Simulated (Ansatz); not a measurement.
## Ansatz (development build ahead of 0.2.0) run

```yaml
crystal:
  periodic: [false, false, false]
  atoms:
    - { symbol: H, position_ang: [1.6362, 0.0, 0.0] }
    - { symbol: H, position_ang: [1.32371, 0.95221, 0.0] }
    - { symbol: H, position_ang: [0.50561, 1.54071, 0.0] }
    - { symbol: H, position_ang: [-0.50561, 1.54071, 0.0] }
    - { symbol: H, position_ang: [-1.32371, 0.95221, 0.0] }
    - { symbol: H, position_ang: [-1.6362, 0.0, 0.0] }
    - { symbol: H, position_ang: [-1.32371, -0.95221, 0.0] }
    - { symbol: H, position_ang: [-0.50561, -1.54071, 0.0] }
    - { symbol: H, position_ang: [0.50561, -1.54071, 0.0] }
    - { symbol: H, position_ang: [1.32371, -0.95221, 0.0] }
basis:
  gaussian: { orbitals: "6-31G" }
hamiltonian:
  xc: hf
```

The input is written out in the form of the current development build from the run's settings.

The run gave:

- Converged: yes
- Total energy: -5.37568 hartree
- Spin squared of the determinant: 0.000

Caution: stretched shape with no unrestricted run beside it, a lower state can exist.
